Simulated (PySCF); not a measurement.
**[Hf(F)2(H)2] (charge 0, multiplicity 1)**

Method: PBE-D3(BJ)/def2-TZVP // PBE-D3(BJ)/def2-SVP run with PySCF.

| Item | Result |
|---|---|
| HOMO | -7.31 eV |
| dipole moment | 0.17 D |
| LUMO | -2.94 eV |
| HOMO–LUMO gap | 4.37 eV |
| charge on the central atom (Mulliken) | 1.03 e |
| total energy | -248.9652 Ha |
| cost | very roughly 24 core-seconds |

Bond lengths (Å): Hf1–F2 1.905, Hf1–F3 1.905, Hf1–H4 1.854, Hf1–H5 1.854. Angles (°): F2–Hf1–F3 115.2, F2–Hf1–H4 108.2, F2–Hf1–H5 108.2, F3–Hf1–H4 108.2, F3–Hf1–H5 108.2, H4–Hf1–H5 108.4.
